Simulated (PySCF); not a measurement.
Assigning NMR signals

Atoms are numbered as in `[F:1][c:2]1[cH:3][cH:4][c:5]2[c:6]([c:7]1[Cl:8])[O:9][CH2:10][CH2:11]2`; H(Xn) means a hydrogen on atom n.

Theoretical values (PySCF): structure optimised with GFN2-xTB, PBE0/pcSseg-1 with gauge-including orbitals. A single conformation, averaged over atoms made equivalent by symmetry, fast rotation or ring inversion, in vacuum, non-relativistic.

Chemical shifts δ = σref − σ; ¹³C, ¹H vs TMS, all at this level.

**Question.** Assign these signals to the numbered atoms. ¹³C{¹H} NMR (computed): δ 168.8, 166.1, 127.3, 127.2, 114.8, 113.0, 74.0, 33.6.

**Answer.** 
```tsv
δ (ppm)	atoms	environment	reason
168.8	C2	aromatic carbon bearing fluorine	the electronegative substituent deshields the carbon that carries it
166.1	C6	aromatic carbon bearing oxygen	an ipso carbon deshielded by its heteroatom
127.3	C4	aromatic CH	the aromatic region
127.2	C5	substituted aromatic carbon	–
114.8	C7	aromatic carbon bearing chlorine	–
113.0	C3	aromatic CH	resonance donation from the substituent shields this position
74.0	C10	sp3 CH2 bonded to O	pulled downfield by the heteroatom
33.6	C11	sp3 CH2 on an aromatic ring	a saturated carbon with 2 carbon neighbours and no heteroatom attached
```

C4 and C5; C7 and C3 lie closer than the usual error of such a calculation, so a measured spectrum could show them in the other order.

**Question.** Assign these signals to the numbered atoms. ¹H NMR (600 MHz, computed): δ 7.26 (m, 1H), 6.88 (m, 1H), 4.91 (m, 2H), 3.39 (m, 2H).

**Answer.** 
```tsv
δ (ppm)	atoms	environment	reason
7.26	H(C4)	hydrogen on an aromatic CH	the ring current deshields protons in the ring plane
6.88	H(C3)	hydrogen on an aromatic CH	–
4.91	H(C10)	hydrogen on an sp3 CH2 bonded to O	its carbon carries O, which withdraws density
3.39	H(C11)	hydrogen on an sp3 CH2 on an aromatic ring	–
```

Carbons that carry Cl, above all several Cl atoms, come out too deshielded, partly because spin–orbit coupling is missing. Splittings by ¹⁹F in the carbon and heteronuclear signals aren't shown, as no couplings were computed. Shifts are as computed. Against solution values, carbons near 30 ppm lie about +3 ppm off and those near 130 ppm about +5 ppm; carbons on Cl a further +6 ppm. Of 1211 compounds with measured shifts, 218 miss one by over three times the rms of a fit or turn the order of signals round; such compounds aren't used in these exercises. Multiplicities follow the n + 1 count of equivalent neighbours, as no J values were calculated; m marks all less simple cases, F and P coupling included.
